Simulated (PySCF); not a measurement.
**How the method changes the constants of SmF**

State: octet, about 6.0 electrons in the 4f shell (Mulliken), real f orbitals that mix terms. Set-up: Sm x2c-TZVPall, F x2c-TZVPall; spin-free X2C with a Gaussian nucleus (PySCF 2.14). De refers to Sm (4f6 6s2) + F in their high-spin ground configurations, without counterpoise correction. The functionals are run spin-unrestricted. A positive dipole means Sm(−)F(+).

```tsv
Level	Re (Å)	ωe (cm⁻¹)	De (eV)	μ (D)	CPU s a point (SCF and correlation, without the integrals)
UHF	2.124	482	n/a	-3.17	4.7
UHF-MP2	2.063	518	n/a	n/a	8.9
UHF-SCS-MP2	2.081	506	n/a	n/a	n/a
PBE	2.066	502	6.17	-3.20	5
revPBE	2.078	491	5.96	-3.18	3
r²SCAN	2.064	510	6.28	-3.18	6.3
PBE0	2.067	507	5.80	-3.33	9.1
M06-2X	2.096	493	5.38	-3.54	19
```

The bond length runs from 2.063 Å (UHF-MP2) to 2.124 Å (UHF). De spans 5.38 eV (M06-2X, hybrid meta-GGA) to 6.28 eV (r²SCAN, meta-GGA).

Correlated steps freeze 19 core orbitals. These are scalar-relativistic numbers at best; spin–orbit coupling would shift them, the dissociation energy most. The state is the lowest single determinant that the PBE0 search found; with open d or f shells the true ground state can be another one.

The whole job (state search and all levels along the bond) took about 7.1 min on 4 threads of INTEL XEON PLATINUM 8581C @ 2.10GHz (shared host), peak memory 7.4 GiB.
